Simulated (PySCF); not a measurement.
## Correlation energy of Mg²⁺ (magnesium, charge +2)

[Ne], closed-shell 1S. All numbers are calculated (PySCF 2.14, no relativity, point nucleus, in aug-cc-pVDZ (5s4p2d, 27 functions)). Frozen: [He] 2s2; 6 electrons correlated.

Total MP2 correlation energy: -1.85 mhartree.

Same-spin part -0.54 and opposite-spin part -1.32 mhartree; SCS-MP2 scales them by 1/3 and 6/5 to -1.76 mhartree.

| level | correlation energy (mhartree) |
| --- | --- |
| CCSD | -1.80 |
| (T) | -0.03 |
| CCSD(T) | -1.83 |

Diagnostics: T1 = 0.00086, D1 = 0.0012, largest double amplitude 0.003.

Cost of the coupled-cluster step: 0.06 s of wall time on 1 thread of Neoverse-V1 (shared host), for 6 correlated electrons.
